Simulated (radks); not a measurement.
Valence configurations of neutral fluorine (all share [He]). All-electron calculation, scalar-relativistic Kohn-Sham, PBE, spin-polarised, spherical densities, point nucleus; open shells are filled with parallel spins first. Program: a radial shooting solver on a logarithmic mesh with Libxc functionals. Energies are relative to 2s2 2p5; eigenvalues in eV for spin up.

[
 {"valence": "2s2 2p5", "E (eV)": "0.000", "moment (Bohr magnetons)": "1", "e(2p)": "-11.854", "e(2s)": "-30.672"},
 {"valence": "2s1.5 2p5.5", "E (eV)": "9.361", "moment (Bohr magnetons)": "1", "e(2p)": "-12.127", "e(2s)": "-31.030"},
 {"valence": "2s1 2p6", "E (eV)": "18.702", "moment (Bohr magnetons)": "1", "e(2p)": "-12.396", "e(2s)": "-31.384"}
]

NIST lists [He] 2s2 2p5 as the ground configuration; this level of theory agrees among the configurations tried. The energies are those of spherical high-spin densities, not of single terms.
